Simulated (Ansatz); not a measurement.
Correlation energies of `C/C(F)=C/C(F)F` by basis set

Cartesian coordinates in Å:
```
C 1.2572 -1.2985 0.7949
C 0.6182 -0.1270 0.1600
F 1.5058 0.8397 -0.1298
C -0.6627 0.0463 -0.1303
C -1.2062 1.2651 -0.7710
F -1.8241 0.9439 -1.9428
F -2.1613 1.8265 0.0230
H 2.0176 -1.7177 0.1306
H 1.7568 -0.9983 1.7197
H 0.5182 -2.0654 1.0206
H -1.3684 -0.7392 0.1077
H -0.4512 2.0246 -0.9824
```

Charge 0, multiplicity 1. All single points use the PBE0-D4/def2-TZVP geometry. It is one conformer, not always the lowest. Frozen core, restricted reference, Ansatz 0.2.0. CBS rows extrapolate triple and quadruple zeta; past MP2 they add the triple-zeta difference.

```csv
basis,HF (Eh),MP2 corr.,CCSD corr.,(T),CCSD(T) total
def2-SVP,?,-1.08187,?,-0.02872,?
def2-TZVPP,-452.87421,-1.39258,-1.42324,-0.05184,-454.34929
def2-QZVPP,-452.89390,?,–,–,–
CBS(def2),-452.89662,?,-1.62315,as TZ,?
```

Problem. Fill in the withheld values. (Estimate.)

Solution. Ansatz gave: def2-SVP HF (Eh): -452.32520; def2-SVP CCSD corr.: -1.12754; def2-SVP CCSD(T) total: -453.48146; def2-QZVPP MP2 corr.: -1.50742; CBS(def2) MP2 corr.: -1.59249; CBS(def2) CCSD(T) total: -454.57161.
